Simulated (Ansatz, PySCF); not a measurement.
CH5FOSi, SMILES C[Si@H](O)F.

Coordinates come from a B3LYP-D3(BJ)/def2-SVP optimisation. The structure was generated by enumeration; whether it is a known compound was not checked. Other conformers were not sampled.

Vertical ionisation energy (IE) and electron affinity (EA) in eV. Rows of orbital energies are one-electron estimates. Where ΔSCF, EOM or ADC give a negative EA the extra electron is unbound and the value depends on the basis.

| level | IE | EA |
|---|---|---|
| −ε(HOMO), −ε(LUMO), PBE0/def2-TZVP (PySCF) | 8.94 | -0.66 |
| −ε(HOMO), −ε(LUMO), PBE/def2-TZVP (PySCF) | 7.46 | 0.22 |
| ΔSCF, PBE0/def2-SVPD (Ansatz), final states of multiplicity 2 and 2 | 11.27 | -1.38 |
| ΔSCF, PBE/def2-SVPD (Ansatz), final states of multiplicity 2 and 2 | 10.82 | -1.22 |

Problem. What vertical singlet–triplet gap does ΔSCF give with PBE0/def2-SVPD (Ansatz, a program for electronic structure) and with PBE/def2-SVPD (Ansatz)? (The exact figures need the calculation; the answer reports its results.)

Solution. 7.66 and 7.13 eV (triplet above singlet where positive).
